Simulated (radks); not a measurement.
Question: These are the eigenvalues of the occupied orbitals of an atom or ion with whole-number occupations (eV). Method: non-relativistic Kohn-Sham, TPSS, spin-polarised, spherical densities, point nucleus; meta-GGA in the generalised Kohn-Sham scheme; computed with a radial shooting solver on a logarithmic mesh with Libxc functionals.

| orbital | eigenvalue |
|---|---|
| 1s up | -89919.24 |
| 1s down | -89872.19 |
| 2s up | -21455.27 |
| 2s down | -21380.94 |
| 2p up | -21198.02 |

Which element is it, and in what charge state? The configuration may be excited. Open shells, if any, are filled with parallel spins first.

Answer: Z = 83, bismuth, charge +77: Bi77+ in [He] 2s2 2p2. The list shows which subshells hold electrons but not how many an open one holds; the 1s level, -3304.5 hartree, gives Z - s = 81.3 by -(Z - s)^2/2, which with screening narrows Z to a few neighbours, and the depths of the outer levels then fix element, charge and occupations together.
